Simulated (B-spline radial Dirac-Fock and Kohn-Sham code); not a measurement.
## I⁶⁺: input and output of one calculation

ΔSCF core binding energies without Breit or QED terms, calculated with an atomic code on a B-spline grid. Keys: rel is the Hamiltonian (dirac, or spin-free x2c and nr, where L3 and M5 stand for the whole 2p and 3d shells), method is hf or an exchange,correlation pair (spin-unpolarised, also for the hole states), nuc the nuclear model, radius_factor scales its radius, rmax is the box in bohr, h the logarithmic mesh step, order the B-spline order, points the quadrature points per cell, c_factor scales the speed of light, and damp, ndamp, maxit and tol steer the iteration. The run stops when the commutator error falls below 10·tol·max(1, Z/10), or the numerical noise floor, and the energy has settled to about 1e-8 Ha; the virial ratio is −V/T.

Input (task.json):

```json
{"items": [{"Z": 53, "q": 6, "cfg": [[1, 0, 2], [2, 0, 2], [2, 1, 6], [3, 0, 2], [3, 1, 6], [3, 2, 10], [4, 0, 2], [4, 1, 6], [4, 2, 10], [5, 0, 1]], "A": 127, "rrms": 4.75, "do": "settings", "holes": ["K", "L3", "M5"],
  "settings": [{"rel": "dirac", "method": "hf", "nuc": "fermi", "radius_factor": 1.0, "rmax": 45.0, "h": 0.3, "order": 8, "points": 10, "c_factor": 1.0, "maxit": 92, "damp": 0.97, "ndamp": 100, "tol": 1e-08}]}]}
```

Command: `python xray2_run.py task.json out`

Ground-state iterations:

```
iter   energy (Ha)        error
   1    -7083.90921809  1.79e+00
   2    -7102.60187599  7.35e-01
   3    -7103.01714596  7.03e-01
   4    -7103.39971586  6.73e-01
   5    -7103.75209313  6.46e-01
   6    -7104.07659892  6.21e-01
   7    -7104.37538151  5.97e-01
   8    -7104.65042867  5.74e-01
   9    -7104.90357934  5.52e-01
  10    -7105.13653430  5.30e-01
  11    -7105.35086626  5.09e-01
  12    -7105.54802916  4.89e-01
  13    -7105.72936679  4.70e-01
  14    -7105.89612088  4.51e-01
  15    -7106.04943859  4.33e-01
  23    -7106.90379052  3.10e-01
  31    -7107.33569042  2.21e-01
  39    -7107.55242685  1.57e-01
  47    -7107.66063218  1.12e-01
  55    -7107.71448932  7.91e-02
  63    -7107.74126386  5.60e-02
  71    -7107.75458000  3.97e-02
  79    -7107.76121452  2.81e-02
  87    -7107.76452991  1.99e-02
  92    -7107.76569850  1.61e-02
```

The ground state had not converged after 92 iterations, with total energy -7107.76570 Ha, virial ratio 1.94315 and highest orbital energy -85.98 eV. ΔSCF binding energies: K (1s) 33373.7 eV, L3 (2p3/2) 4654.9 eV, M5 (3d5/2) 707.6 eV (not all states converged, so these are not final).

Task: One setting is unsound. Which, and why?

Result: damp is so close to 1 that the orbitals hardly move in each step. With the default settings (Dirac Hartree-Fock): The ground state converged in 10 iterations, with total energy -7107.76791 Ha, virial ratio 1.94342 and highest orbital energy -86.12 eV. ΔSCF binding energies: K (1s) 33373.7 eV, L3 (2p3/2) 4654.9 eV, M5 (3d5/2) 707.6 eV.
